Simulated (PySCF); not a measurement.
C₃H₅N₂, SMILES c1c[nH+]c[nH]1, charge +1.

The structure is a stationary point at r2SCAN-D4/def2-SVP. The isomer is the one that the SMILES or the coordinates give; other isomers of the formula were not compared.

Computed with PySCF with M06-2X/def2-TZVP.

Symmetry labels are those of the subgroup C2v that the program uses (full group C2v).

Computed valence orbital energies around the gap with their symmetry:
```json
[
 {"orbital": "HOMO−7", "symmetry": "A1", "energy (eV)": "-23.70"},
 {"orbital": "HOMO−6", "symmetry": "B2", "energy (eV)": "-21.60"},
 {"orbital": "HOMO−5", "symmetry": "B1", "energy (eV)": "-20.51"},
 {"orbital": "HOMO−4", "symmetry": "A1", "energy (eV)": "-19.97"},
 {"orbital": "HOMO−3", "symmetry": "B2", "energy (eV)": "-19.55"},
 {"orbital": "HOMO−2", "symmetry": "A1", "energy (eV)": "-19.19"},
 {"orbital": "HOMO−1", "symmetry": "A2", "energy (eV)": "-16.42"},
 {"orbital": "HOMO", "symmetry": "B1", "energy (eV)": "-13.97"},
 {"orbital": "LUMO", "symmetry": "B1", "energy (eV)": "-4.69"},
 {"orbital": "LUMO+1", "symmetry": "A2", "energy (eV)": "-3.57"},
 {"orbital": "LUMO+2", "symmetry": "A1", "energy (eV)": "-3.26"},
 {"orbital": "LUMO+3", "symmetry": "B2", "energy (eV)": "-2.58"}
]
```
